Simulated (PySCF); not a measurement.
## Calculated data, GeH5N2Si, GeH4N2Si

Computed with PySCF 2.14.0. Calculation on a computer-drawn molecule: the log of a Hartree-Fock and frozen-core CCSD(T) single point meant for a local Hartree-Fock minimum, with one planted fault or none, to be diagnosed. Offsets are logged minus clean, where the clean run is the same molecule without the fault. The reference is restricted for singlets and unrestricted otherwise, and also for a bond in bohr or an excited solution. Adding or removing an electron swaps singlet and doublet. The excited solution moves the top pair (singlet) or top alpha electron (doublet) to the lowest empty orbital. Highest occupied and lowest empty are orbital energies over both spins, largest force is the largest gradient component, triples share is (T) over the correlation energy, the T1 limit is 0.02 restricted and 0.045 unrestricted, electrons count all cores, a negative frequency is imaginary (commonest isotopes), and the dipole is about the centre of nuclear charge; on germanium a core potential holds 10 electrons, which the energies leave out, and 3d is frozen in MP2 and coupled-cluster steps.

Common to all runs: meant multiplicity 1; meant basis cc-pV(D+d)Z; meant basis and core potential on germanium cc-pVDZ-PP ECP10MDF; logged electrons 64; logged SCF converged yes; logged CC converged yes; logged SCF stable within its kind yes; possible faults no fault, one electron removed, one electron added, multiplicity raised by two, geometry at a saddle point, SCF held on an excited solution, minimal basis STO-3G, one bond length entered in bohr, all coordinates scaled.

(1) 
```xyz
9
formula=GeH5N2Si meant_charge=1 logged_basis_functions=99 logged_spin_squared=2.018 logged_highest_occupied=-12.166 logged_lowest_empty=-5.3228 logged_largest_force=0.14337 logged_T1_diagnostic=0.0175 logged_D1_diagnostic=0.062801 logged_triples_share=0.028515 logged_dipole_magnitude=4.3784 logged_energy_HF=-693.79904 logged_energy_CCSD(T)=-694.3207 planted_fault=multiplicity_raised_by_two HF_energy_offset_from_clean_run=17.61 CCSD(T)_energy_offset_from_clean_run=55.33
N      1.0592     1.5510     2.3533
Ge     0.8321     1.2722     0.7255
Si     1.6012    -0.8348    -0.2168
N      1.4500    -1.2546    -1.7956
H      1.5109     0.8340     2.9025
H      0.1877     2.1918    -0.2763
H      2.2563    -1.8682     0.5894
H      1.7745    -2.1323    -2.1703
H      1.0277    -0.6776    -2.5037
```

Units: logged_highest_occupied, logged_lowest_empty in eV; logged_largest_force in hartree/bohr; logged_dipole_magnitude in debye; logged_energy_HF, logged_energy_CCSD(T) in hartree; HF_energy_offset_from_clean_run, CCSD(T)_energy_offset_from_clean_run in kcal/mol.

Drawn bonds:
```tsv
atom	other atom	order
1	2	2
2	3	1
3	4	1
1	5	1
2	6	1
3	7	1
4	8	1
4	9	1
```

(2) 
```xyz
8
formula=GeH4N2Si meant_charge=0 logged_basis_functions=94 logged_spin_squared=0 logged_highest_occupied=-8.6691 logged_lowest_empty=0.64771 logged_largest_force=3.03e-05 logged_lowest_frequency=49.298 logged_T1_diagnostic=0.020973 logged_D1_diagnostic=0.070555 logged_triples_share=0.037604 logged_dipole_magnitude=5.0363 logged_energy_HF=-693.47861 logged_energy_CCSD(T)=-694.06138 planted_fault=no_fault HF_energy_offset_from_clean_run=0 CCSD(T)_energy_offset_from_clean_run=0
N      0.4727     1.6374     1.0750
Ge    -0.3840     0.1777     1.0532
Si    -1.7140    -0.4303    -0.9322
N     -2.2698    -1.9107    -0.3041
H      0.9884     1.8026     1.9289
H     -0.3600    -0.8051     2.2596
H     -2.8786    -2.4986    -0.8449
H     -2.0715    -2.3230     0.5892
```

Units: logged_highest_occupied, logged_lowest_empty in eV; logged_largest_force in hartree/bohr; logged_lowest_frequency in cm⁻¹; logged_dipole_magnitude in debye; logged_energy_HF, logged_energy_CCSD(T) in hartree; HF_energy_offset_from_clean_run, CCSD(T)_energy_offset_from_clean_run in kcal/mol.

Drawn bonds:
```tsv
atom	other atom	order
1	2	2
2	3	1
3	4	1
1	5	1
2	6	1
4	7	1
4	8	1
```

Notes: T1 above single-reference limit.
